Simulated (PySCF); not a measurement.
Predicted microwave data (CAM-B3LYP/def2-SVPD in PySCF (dipole) on a GFN2-xTB geometry, gas phase) for one isomer of C4H8FNSi2:

| Item | Value |
| --- | --- |
| Rotational constants | A = 2860, B = 685.4, C = 560.4 MHz |
| Dipole components | \|μa\| = 0.35 D, \|μb\| = 0.37 D, \|μc\| = 0.07 D |
| Inertial defect | -12.22 u·Å² |
| κ | -0.89 |

Question: Which candidate fits, each taken in the one conformer that was computed?
A. `[N:1]#[C:2]/[C:3]([SiH3:4])=[C:5](\[SiH3:6])[CH2:7][F:8]` with C3–C5–C7–F8 0°
B. `[CH:1]#[C:2]/[CH:3]=[CH:4]/[N:5]([SiH3:6])[SiH2:7][F:8]` with C3–C4–N5–Si6 0°, C4–N5–Si7–F8 177°
C. `[N:1]#[C:2][C@@H:3]([F:4])/[C:5]([SiH3:6])=[CH:7]/[SiH3:8]` with C2–C3–C5–Si6 -96°
D. `[N:1]#[C:2]/[C:3]([SiH3:4])=[C:5](/[SiH3:6])[CH2:7][F:8]` with C3–C5–C7–F8 180°
E. `[N:1]#[C:2]/[C:3](=[CH:4]\[F:5])[CH:6]([SiH3:7])[SiH3:8]` with C2–C3–C6–Si7 63°

Answer: B. It is C#C/C=C/N([SiH3])[SiH2]F, an asymmetric top. The candidates at the same level (rigid rotor, commonest isotopes):

```csv
SMILES,A (MHz),B (MHz),C (MHz),μa (D),μb (D),μc (D),Δ (u·Å²),point group,rotor
C#C/C=C/N([SiH3])[SiH2]F,2860,685.4,560.4,0.35,0.37,0.07,-12.22,near Cs,asymmetric top
N#C/C([SiH3])=C(\[SiH3])CF,1567,1256,711.9,0.12,4.12,0.00,-15.19,Cs,asymmetric top
N#C[C@@H](F)/C([SiH3])=C/[SiH3],1896,883.5,714.0,2.46,0.78,2.06,-130.72,C1,asymmetric top
N#C/C(=C\F)C([SiH3])[SiH3],1671,919.4,862.3,2.08,0.00,4.13,-265.98,Cs,asymmetric top
N#C/C([SiH3])=C(/[SiH3])CF,1707,1066,669.3,0.90,3.00,0.00,-15.03,Cs,asymmetric top
```

`N#C/C(=C\F)C([SiH3])[SiH3]` has C 54 % too high; `N#C/C([SiH3])=C(/[SiH3])CF` has B 56 % too high; `N#C/C([SiH3])=C(\[SiH3])CF` has B 83 % too high; `N#C[C@@H](F)/C([SiH3])=C/[SiH3]` has A 34 % too low. No structure here is proved a minimum.
